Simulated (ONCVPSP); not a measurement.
## Reading a pseudo-wave (iron)

Columns: radius, all-electron u(r) and pseudo u(r) of the 3d shell (level -7.75 eV) of iron in the configuration [Ne] 3s2 3p6 3d6 4s2; LDA (Perdew-Wang 92), scalar-relativistic, ONCV scheme, ONCVPSP 4.0.1.

```tsv
r (bohr)	all-electron	pseudo
0.080	0.0416	0.0044
0.160	0.1877	0.0335
0.240	0.3795	0.1046
0.320	0.5623	0.2237
0.400	0.7098	0.3825
0.480	0.8148	0.5624
0.560	0.8802	0.7388
0.640	0.9125	0.8873
0.720	0.9198	0.9904
0.800	0.9089	1.0404
0.880	0.8856	1.0398
0.960	0.8542	0.9998
1.040	0.8180	0.9350
1.120	0.7791	0.8602
1.200	0.7392	0.7869
1.280	0.6992	0.7221
1.360	0.6599	0.6681
1.440	0.6218	0.6236
1.520	0.5852	0.5853
1.600	0.5503	0.5503
1.680	0.5171	0.5171
1.760	0.4858	0.4857
1.840	0.4561	0.4561
1.920	0.4283	0.4282
2.000	0.4020	0.4020
2.080	0.3774	0.3774
```

Q: How many radial nodes do the two functions have?

A: The all-electron 3d function has n − l − 1 = 0; the pseudo-wave has 0.

Q: At about which radius was the pseudo-wave matched?

A: 1.60 bohr, where the columns begin to agree (steps of 0.08 bohr).

Q: Where does each function peak?

A: Outermost all-electron maximum near 0.72 bohr, pseudo maximum near 0.80 bohr (to the table’s step).

Q: Is the pseudo-wave norm-conserving?

A: Yes: the ONCV scheme keeps the norm inside the radius equal to the all-electron one, which fixes the energy derivative of the logarithmic derivative at the level.
